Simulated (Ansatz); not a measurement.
The molecule MnH, multiplicity 7 (the spin of the measured ground state). No spin–orbit coupling. Mn is treated without relativity.

| level | bond energy D_e (kJ/mol) |
|---|---|
| SVWN5/def2-TZVPP | 206.1 |
| PBE/def2-TZVPP | 186.7 |
| r2SCAN/def2-TZVPP | 208.3 |
| B97M-V/def2-TZVPP | 194.7 |
| B3LYP/def2-TZVPP | 162.1 |
| PBE0/def2-TZVPP | 179.6 |
| BHLYP/def2-TZVPP | 153.3 |
| CAM-B3LYP/def2-TZVPP | 167.5 |
| wB97X-V/def2-TZVPP | 171.8 |
| wB97M-V/def2-TZVPP | 151.1 |
| CCSD/def2-TZVPP | 163.3 |
| CCSD/def2-QZVPP | 171.7 |
| CCSD(T)/def2-TZVPP | 159.4 |
| CCSD(T)/def2-QZVPP | 167.5 |

The rows run from 151.1 (wB97M-V/def2-TZVPP) to 208.3 kJ/mol (r2SCAN/def2-TZVPP). From def2-TZVPP to def2-QZVPP CCSD(T) changes by 8.2. The 10 functionals in def2-TZVPP without D3 or D4 span 57.3, from wB97M-V to r2SCAN.

D_e counts from the fitted minimum to each atom's lowest state at the same level, without counterpoise.

Correlated levels freeze the inner cores; with def2 sets outer-core shells near the valence are correlated too.

The values were computed with Ansatz (Gaussian orbitals).

Ansatz is a quantum-chemistry and plane-wave program.
